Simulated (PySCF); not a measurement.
silicon monosulfide (SSi), SMILES [Si]=S (connectivity only; charge and spin as stated), neutral, multiplicity 1.

The structure is a stationary point at PBE-D3(BJ)/def2-TZVPD.

Two levels are set side by side: PBE/def2-TZVPD (PySCF) and r2SCAN/def2-TZVPD (PySCF). Same geometry, gas phase. Differences are taken from unrounded values.

```tsv
quantity	r2SCAN	PBE	PBE minus r2SCAN
orbital gap (eV)	4.10	3.77	-0.33
highest occupied level (eV)	-7.20	-6.97	0.23
lowest empty level (eV)	-3.10	-3.20	-0.10
dipole moment (D)	1.64	1.61	-0.03
mean polarisability (bohr³)	50.1	51.1	1.0
```

Rough cost on one machine, each run with all the roots and properties that it gave: r2SCAN against PBE about 4 times.
